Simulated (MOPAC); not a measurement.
MOPAC input (PM6):

```
PM6 1SCF UHF MS=0.5 GEO-OK AUX(PRECISION=9) THREADS=1
C5H11O

C    -2.03021267 1    0.91163379 1    0.84250509 1
C    -0.93833435 1   -0.07263228 1    0.61356073 1
C    -1.46767137 1   -1.34126963 1   -0.06863272 1
C     0.22886989 1    0.57227764 1   -0.15068870 1
C     1.46279245 1   -0.30306346 1   -0.25497844 1
O     2.49759506 1    0.47350476 1   -0.85603961 1
H    -1.81203651 1    1.96525313 1    0.95488714 1
H    -3.04379430 1    0.58003405 1    1.02474809 1
H    -0.54435831 1   -0.37806739 1    1.59989741 1
H    -2.32108705 1   -1.74583160 1    0.47851463 1
H    -1.79582995 1   -1.11950700 1   -1.08679872 1
H    -0.70752121 1   -2.12159611 1   -0.11868966 1
H    -0.10018932 1    0.84836859 1   -1.15639563 1
H     0.51882531 1    1.49858803 1    0.35215814 1
H     1.76393947 1   -0.63962325 1    0.74650655 1
H     1.25609013 1   -1.19366468 1   -0.85867112 1
H     3.27253773 1   -0.08366816 1   -0.97843578 1
```

From the output:

```
                                                       MOPAC v23.2.5 Linux

          FINAL HEAT OF FORMATION =        -35.75243 KCAL/MOL =    -149.58817 KJ/MOL

          COSMO AREA              =        141.00 SQUARE ANGSTROMS
          COSMO VOLUME            =        132.06 CUBIC ANGSTROMS

          IONIZATION POTENTIAL    =          9.387094 EV
          ALPHA SOMO LUMO (EV)    =         -9.387  2.708
          BETA  SOMO LUMO (EV)    =        -10.401  0.898
          NO. OF ALPHA ELECTRONS  =         19
          NO. OF BETA  ELECTRONS  =         18
          MOLECULAR WEIGHT        =         87.1413         POINT GROUP:  C1

          MOLECULAR DIMENSIONS (Angstroms)

            Atom       Atom       Distance
            H    17    H     8     6.65953
            H    12    H     7     3.98926
            H     9    H    11     2.76103

          SCF CALCULATIONS        =          1

   ATOM   CHEMICAL          X               Y               Z
  NUMBER   SYMBOL      (ANGSTROMS)     (ANGSTROMS)     (ANGSTROMS)

     1       C         -2.03021267  *   0.91163379  *   0.84250509  *
     2       C         -0.93833435  *  -0.07263228  *   0.61356073  *
     3       C         -1.46767137  *  -1.34126963  *  -0.06863272  *
     4       C          0.22886989  *   0.57227764  *  -0.15068870  *
     5       C          1.46279245  *  -0.30306346  *  -0.25497844  *
     6       O          2.49759506  *   0.47350476  *  -0.85603961  *
     7       H         -1.81203651  *   1.96525313  *   0.95488714  *
     8       H         -3.04379430  *   0.58003405  *   1.02474809  *
     9       H         -0.54435831  *  -0.37806739  *   1.59989741  *
    10       H         -2.32108705  *  -1.74583160  *   0.47851463  *
    11       H         -1.79582995  *  -1.11950700  *  -1.08679872  *
    12       H         -0.70752121  *  -2.12159611  *  -0.11868966  *
    13       H         -0.10018932  *   0.84836859  *  -1.15639563  *
    14       H          0.51882531  *   1.49858803  *   0.35215814  *
    15       H          1.76393947  *  -0.63962325  *   0.74650655  *
    16       H          1.25609013  *  -1.19366468  *  -0.85867112  *
    17       H          3.27253773  *  -0.08366816  *  -0.97843578  *

                             CARTESIAN COORDINATES

   1    C       -2.030212670     0.911633790     0.842505090
   2    C       -0.938334350    -0.072632280     0.613560730
   3    C       -1.467671370    -1.341269630    -0.068632720
   4    C        0.228869890     0.572277640    -0.150688700
   5    C        1.462792450    -0.303063460    -0.254978440
   6    O        2.497595060     0.473504760    -0.856039610
   7    H       -1.812036510     1.965253130     0.954887140
   8    H       -3.043794300     0.580034050     1.024748090
   9    H       -0.544358310    -0.378067390     1.599897410
  10    H       -2.321087050    -1.745831600     0.478514630
  11    H       -1.795829950    -1.119507000    -1.086798720
  12    H       -0.707521210    -2.121596110    -0.118689660
  13    H       -0.100189320     0.848368590    -1.156395630
  14    H        0.518825310     1.498588030     0.352158140
  15    H        1.763939470    -0.639623250     0.746506550
  16    H        1.256090130    -1.193664680    -0.858671120
  17    H        3.272537730    -0.083668160    -0.978435780

           Empirical Formula: C5 H11 O  =    17 atoms

      MOLECULAR POINT GROUP   :   C1

          ALPHA EIGENVALUES
 -30.16196 -28.88557 -25.69757 -23.84692 -21.50270 -19.70575 -17.95672 -16.45210
 -15.35784 -15.08786 -14.64496 -13.68829 -13.01972 -12.67175 -12.11402 -11.93298
 -11.82007 -10.40156  -9.38709   2.70796   3.76520   4.06239   4.27305   4.69625
   5.25616   5.58138   5.75028   5.76863   5.83152   5.96544   6.06297   6.17079
   6.29437   6.67859   6.81850

           BETA EIGENVALUES
 -30.15685 -28.82950 -25.66046 -23.70314 -21.36736 -19.58663 -17.91290 -16.41458
 -15.25261 -14.92424 -14.57896 -13.62521 -12.92251 -12.57403 -11.96598 -11.85299
 -11.69432 -10.40072   0.89796   2.71349   3.83406   4.06322   4.33374   4.95642
   5.25676   5.58670   5.76582   5.78851   5.84890   5.99181   6.10703   6.39838
   6.51152   6.68823   6.82589

              NET ATOMIC CHARGES AND DIPOLE CONTRIBUTIONS

  ATOM NO.   TYPE          CHARGE      No. of ELECS.   s-Pop       p-Pop
    1          C          -0.348106        4.3481     1.16270     3.18540
    2          C          -0.003149        4.0031     1.06801     2.93514
    3          C          -0.489961        4.4900     1.08648     3.40349
    4          C          -0.332017        4.3320     1.08969     3.24233
    5          C           0.010492        3.9895     1.08442     2.90509
    6          O          -0.547140        6.5471     1.81167     4.73547
    7          H           0.145214        0.8548     0.85479
    8          H           0.145135        0.8549     0.85487
    9          H           0.127128        0.8729     0.87287
   10          H           0.152332        0.8477     0.84767
   11          H           0.158253        0.8417     0.84175
   12          H           0.146418        0.8536     0.85358
   13          H           0.160512        0.8395     0.83949
   14          H           0.159183        0.8408     0.84082
   15          H           0.105128        0.8949     0.89487
   16          H           0.106786        0.8932     0.89321
   17          H           0.303793        0.6962     0.69621
 DIPOLE           X         Y         Z       TOTAL
 POINT-CHG.    -0.642    -1.873     0.905     2.177
 HYBRID         0.398    -0.135    -0.175     0.455
 SUM           -0.244    -2.007     0.730     2.150

          ATOMIC ORBITAL ELECTRON POPULATIONS

     Atom    s        px        py        pz
    1  C   1.16270   1.07264   1.08408   1.02868
    2  C   1.06801   0.95216   0.94649   1.03649
    3  C   1.08648   1.15863   1.08301   1.16184
    4  C   1.08969   0.99605   1.09203   1.15426
    5  C   1.08442   0.88221   0.97243   1.05044
    6  O   1.81167   1.35941   1.51052   1.86554
    7  H   0.85479
    8  H   0.85487
    9  H   0.87287
   10  H   0.84767
   11  H   0.84175
   12  H   0.85358
   13  H   0.83949
   14  H   0.84082
   15  H   0.89487
   16  H   0.89321
   17  H   0.69621

                    (SZ)    =    0.500000
                    (S**2)  =    0.754801

          ATOMIC ORBITAL SPIN POPULATIONS

    Atom   Total    s     px     py     pz
         Atomic
    1  C  1.0669  0.027  0.070  0.051  0.919
    2  C -0.0603 -0.008 -0.022 -0.019 -0.012
    3  C  0.0153  0.003  0.002  0.008  0.003
    4  C  0.0148  0.003  0.006  0.003  0.003
    5  C -0.0012 -0.000 -0.001 -0.000  0.000
    6  O  0.0001  0.000  0.000 -0.000 -0.000
    7  H -0.0348 -0.035
    8  H -0.0348 -0.035
    9  H  0.0378  0.038
   10  H -0.0006 -0.001
   11  H -0.0009 -0.001
   12  H -0.0011 -0.001
   13  H -0.0008 -0.001
   14  H -0.0006 -0.001
   15  H -0.0000 -0.000
```

The geometry given is a B3LYP-D3(BJ)/def2-TZVP minimum.
